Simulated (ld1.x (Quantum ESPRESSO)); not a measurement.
# Before and after: ultrasoft potential for Hf

ld1.x (Quantum ESPRESSO) 7.5 input, shortened:

```
&input
   title='Hf', zed=72., rel=1, dft='PBE', iswitch=3,
   config='[Xe] 4f14 5d3 6s1 6p0'
 /
 &inputp
   pseudotype=3, tm=.true., lloc=-1, rcloc=2.50,
   nlcc=.false.,
   which_augfun='PSQ', rmatch_augfun_nc=.true.
 /
6
6S  1  0   1.00   0.00  2.35  2.80  0.0
6S  1  0   0.00   3.70  2.35  2.80  0.0
6P  2  1   0.00   0.00  2.35  3.20  0.0
6P  2  1   0.00   4.25  2.35  3.20  0.0
5D  3  2   3.00   0.00  2.05  2.25  0.0
5D  3  2   0.00   1.25  2.05  2.25  0.0
 &test
   configts(1)='5d3 6s1 6p0'
 /
```

All-electron outer shells of the reference configuration (PBE, scalar-relativistic, ld1.x):

| shell | level (eV) | outermost node (bohr) | outermost maximum (bohr) |
| --- | --- | --- | --- |
| 5p | -34.30 | 0.60 | 1.16 |
| 4f | -15.47 | – | 0.45 |
| 6s | -4.74 | 1.37 | 2.96 |
| 5d | -1.99 | 0.67 | 1.73 |
| 6p | -1.28 | 1.67 | 4.26 |

Change: wave 6s channel at 3.7 Ry: rcut 2.35, rcutus 2.80 bohr becomes 6s channel at 0.52 Ry: rcut 2.35, rcutus 2.80 bohr.

Cutoffs: the cutoffs (Ry, on a coarse ladder) from which the occupation-weighted sum of valence levels, in a spherical-Bessel basis at the reference potential, stays within 10 and 1 mRy of its value at 400 Ry; they do not see the model core or the augmentation charge, which bear on the density cutoff. Errors are all-electron minus pseudo energies relative to the spin-unpolarised reference configuration.

Question: Predict the effect on cutoff, ghosts and configuration errors.

Answer: The potential gets neither clearly harder nor softer (18 Ry and 21 Ry → 18 Ry and 21 Ry); of the 7 tests that both files solve, the error grows in 0 and shrinks in 1 by more than 15 % and 0.3 meV (median size 60.9 → 57.3 meV); the range in which the s phases agree widens (upper end 0.6 → at the end of the scan); neither file shows a bound ghost.

```tsv
quantity	base	changed
cutoff, loose	18 Ry	18 Ry
cutoff, tight	21 Ry	21 Ry
bound ghosts	none	none
error for 5d2 6s2 6p0, meV [ΔE -2.59 eV]	+61	+57
error for 5d2 6s1 6p0, meV [ΔE 5.38 eV]	+2.8	+2.0
error for 5d2 6s0 6p0, meV [ΔE 19.56 eV]	+101	+101
error for 5d1 6s0 6p0, meV [ΔE 41.36 eV]	+224	+224
error for 5d2 6s1.5 6p0, meV [ΔE 0.66 eV]	+26	+25
error for 5d2 6s1 6p1, meV [ΔE 1.23 eV]	+29	+28
error for 5d1 6s2 6p1, meV [ΔE -0.63 eV]	+303	+275
s: phases at 3.51 bohr within 0.05 rad from the reference energy up to (Ry; the scan ends near 5)	0.6	to the end of the scan
p: phases at 3.51 bohr within 0.05 rad from the reference energy up to (Ry; the scan ends near 5)	to the end of the scan	to the end of the scan
d: phases at 3.51 bohr within 0.05 rad from the reference energy up to (Ry; the scan ends near 5)	to the end of the scan	to the end of the scan
lowest overlap eigenvalue by channel	s 0.77, p 0.97, d 0.92	s 0.44, p 0.97, d 0.92
```
